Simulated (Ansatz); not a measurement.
Isolated molecules relaxed with PBE0-D4/def2-TZVP in Ansatz; ΔE leaves out vibrations. CBS: MP2 limit from def2 TZ/QZ plus the TZ coupled-cluster correction, frozen cores. This one scheme is used for every species, atoms too. Functionals use def2-TZVPP. Open shells (•) are unrestricted, without spin–orbit coupling. Spin–orbit coupling would lower the free atoms: a little for C, F, S, Si.

Consider the atomization: `F[SiH]1[SiH2]CS1` → C• + F• + 5 H• + S• + 2 Si•.

| species | ωB97X-V energy (Eh) |
| --- | --- |
| `F[SiH]1[SiH2]CS1` | -1118.11234 |
| C• | -37.84659 |
| F• | -99.73415 |
| H• | -0.50049 |
| S• | -398.04829 |
| Si• | -289.31746 |

Work out ΔE.

ΔE = 5 × (-0.50049) + 2 × (-289.31746) + (-37.84659) + (-99.73415) + (-398.04829) − (-1118.11234) = 1.34594 Eh = +844.6 kcal/mol. CCSD(T)/CBS gives +839.1 kcal/mol.

Largest T1 diagnostic among the species: 0.013.

The D4 term adds +11.2 kcal/mol with B3LYP and +5.8 kcal/mol with PBE0; it sums over pairs of atoms, weighted by their polarisabilities, and B3LYP, whose exchange is more repulsive, gets the larger term. In def2-TZVPP, CCSD(T) changes the Hartree–Fock value by +197.8 kcal/mol (the triples alone add +13.2 kcal/mol) and MP2 by +211.3 kcal/mol; breaking electron pairs costs correlation energy, which Hartree–Fock lacks. From PBE to PBE0 (25 % exact exchange), in def2-TZVPP and without D4, ΔE moves by −9.7 kcal/mol: exact exchange takes away binding that semilocal exchange gives to molecules.

B3LYP here is the variant with VWN-RPA as its local correlation; programs differ in this.

For atomizations the MP2-based limit and the directly extrapolated one differ by several kJ/mol either way, and by 10 to 25 for some Ge, Se and Sn compounds, so smaller differences from it don't rank the levels.
